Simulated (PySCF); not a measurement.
## Indirect couplings

Bonds (- single, = double, # triple, : aromatic): C1#C2 1.216 Å, C2-Ge3 1.898 Å, Ge3-N4 1.858 Å, N4-C5 1.366 Å, C5-C6 1.510 Å, C5=O7 1.216 Å. C1 carries H8; Ge3 carries H9, H10; N4 carries H11; C6 carries H12, H13, H14.

Couplings: B3LYP/pcJ-1 (pcSseg-1 on Ge) (spin–dipole term only in couplings to heteroatoms) in PySCF 2.14.0 with density-fitted response routines, geometry PBE0-D3(BJ)/def2-SVP; gas phase, one conformer, non-relativistic. Couplings are averaged over pairs made equivalent by symmetry, fast rotation or ring inversion, so a value needn't be that of the named pair in this geometry, while other rotamers aren't included; one pair stands for each set, and the list holds those of at least 1.5 Hz over up to four bonds, among pairs with at least one C or N or H atom (others weren't computed).

Isotopes: ¹³C, ¹H, ¹⁵N, ¹⁷O. Couplings to quadrupolar nuclei such as 17O and 33S are rarely resolved in practice.

| pair | bonds | J (Hz) |
| --- | --- | --- |
| C1, C2 | 1 | 164.7 |
| C1, H8 | 1 | 263.8 |
| N4, C5 | 1 | -10.4 |
| N4, H11 | 1 | -86.7 |
| C5, C6 | 1 | 52.7 |
| C5, O7 | 1 | 28.5 |
| C6, H12 | 1 | 135.1 |
| C2, H8 | 2 | ? |
| C2, H9 | 2 | 17.7 |
| N4, C6 | 2 | ? |
| N4, H9 | 2 | ? |
| C5, H11 | 2 | 2.8 |
| C5, H12 | 2 | ? |
| C6, O7 | 2 | -3.5 |
| H9, H10 | 2 | 22.5 |
| H12, H13 | 2 | ? |
| C1, H9 | 3 | 5.4 |
| C5, H9 | 3 | 1.9 |
| O7, H11 | 3 | -1.8 |
| H8, H9 | 4 | ? |

Task: Estimate the withheld couplings, with signs.

Result: 
- ²J(C2,H8) = 45.9 Hz (angle at C1 179°)
- ²J(N4,C6) = -9.6 Hz (angle at C5 117°)
- ²J(N4,H9) = -6.7 Hz (mean over equivalent pairs that range from -9.5 to -3.9 Hz in this conformer)
- ²J(C5,H12) = -5.4 Hz
- ²J(H12,H13) = -15.2 Hz (mean over equivalent pairs that range from -17.9 to -13.6 Hz in this conformer)
- ⁴J(H8,H9) = -1.8 Hz

Relativistic effects of the heavier atoms present are left out.
